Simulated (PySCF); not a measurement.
**Frontier levels across methods**

Compound: 3,4-dimethylphosphinine, C7H9P.
Structure used (PBE0-D3(BJ)/def2-SVP), in Å, numbered top down from 1:
```
atom  x, y, z in Å
C1    -0.736    2.386    0.071
C2     0.120    1.186   -0.212
C3     1.501    1.358   -0.367
C4     2.409    0.340   -0.633
P5     1.996   -1.333   -0.818
C6     0.280   -1.234   -0.580
C7    -0.477   -0.091   -0.317
C8    -1.965   -0.221   -0.144
H9    -1.503    2.530   -0.707
H10   -0.132    3.303    0.121
H11   -1.275    2.284    1.027
H12    1.887    2.379   -0.270
H13    3.466    0.610   -0.732
H14   -0.266   -2.183   -0.644
H15   -2.511    0.374   -0.893
H16   -2.287   -1.266   -0.241
H17   -2.289    0.145    0.844
```

Basis pcSseg-1 throughout (PySCF), one geometry. Geometry: PBE0-D3(BJ)/def2-SVP; no solvent, vibrations or thermal averaging.

Question: How do the orbital energies, the gap and the dipole change with the method?

Answer: 
| method | kind | HOMO (eV) | LUMO (eV) | gap (eV) | μ (D) | SCF cycles |
| --- | --- | --- | --- | --- | --- | --- |
| BLYP | GGA | -5.66 | -1.86 | 3.80 | 2.37 | 16 |
| OPBE | GGA | -5.88 | -2.01 | 3.87 | 2.61 | 16 |
| KT2 | GGA | -5.90 | -2.04 | 3.86 | 2.48 | 16 |
| LDA | LDA | -6.03 | -2.22 | 3.82 | 2.55 | 16 |
| B97-2 | global hybrid | -6.55 | -1.32 | 5.23 | 2.52 | 13 |
| HF | Hartree–Fock | -8.40 | 1.99 | 10.38 | 2.58 | 12 |

The HOMO spans 2.73 eV, from BLYP down to HF, and the gap runs from 3.80 eV (BLYP) to 10.38 eV (HF). Over the methods BLYP (0 %), OPBE (0 %), KT2 (0 %), LDA (0 %), B97-2 (21 %), HF (100 %), a straight line through the gap against the share of exact exchange rises by 0.65 eV for each 10 % (correlation coefficient 1.000). The dipole ranges from 2.37 D (BLYP) to 2.61 D (OPBE). This basis has no diffuse functions.
